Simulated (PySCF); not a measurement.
# Structure elucidation problem

The spectra below were simulated for a compound C$_{5}$H$_{8}$F$_{3}$NSi.

1H NMR (300 MHz, computed): δ 7.83 (m, 1H), 7.03 (m, 1H), 6.01 (m, 1H), 5.49 (m, 1H), 4.08 (d, 3H), 3.31 (m, 1H).

13C{1H} NMR (computed): δ 162.1 (CH), 153.1 (CH), 136.8 (C), 126.7 (CH2), 44.0 (CH).

Calculated, not measured (PySCF 2.14.0 with density-fitted response routines): coordinates at the GFN2-xTB level, shieldings: GIAO PBE0/pcSseg-1. No solvent, one computed conformer, no relativistic terms, rapidly exchanging positions averaged.

δ = σ(ref) − σ, references computed at the same level: TMS for 1H (σref 31.72) and 13C (σref 186.93).

Task: Which candidate is it?
A. C=C/N=C/[C@@H]([SiH3])C(F)(F)F
B. C[Si](C)(N)C#CC(F)(F)F
C. C#C[C@H](N(C)[SiH3])C(F)(F)F

Result: A. 

1. The formula gives 2 degrees of unsaturation (no ring in the answer).
2. 5 carbon signals for 5 carbons: no two carbons are equivalent.
3. Carbon types of the structure: 1 × C, 3 × CH, 1 × CH2, leaving 3 H on heteroatoms.
4. δC 162.1: C=N carbon.
5. δC 153.1: alkene CH; the olefinic region.
6. δC 136.8: CF3 carbon; 3 electronegative neighbours deshield it.
7. δC 126.7: terminal =CH2 carbon; an sp2 carbon of a C=C bond.
8. δH 6.01, 5.49: hydrogen on a terminal =CH2 carbon; attached to an sp2 carbon and in the plane of the double bond.

The others: C#C[C@H](N(C)[SiH3])C(F)(F)F would give 4 signals for carbon-bound and other non-exchanging H, not 6; C[Si](C)(N)C#CC(F)(F)F would give 4 carbon signals, not 5.

Splittings by 19F in the carbon and heteronuclear signals aren't shown, as no couplings were computed. Shifts are as computed. Against solution values, carbons near 30 ppm lie about +3 ppm off and those near 130 ppm about +5 ppm. Of 1211 compounds with measured shifts, 218 miss one by over three times the rms of a fit or turn the order of signals round; such compounds aren't used in these exercises. Multiplicities follow the n + 1 count of equivalent neighbours, as no J values were calculated; m marks all less simple cases, F and P coupling included.
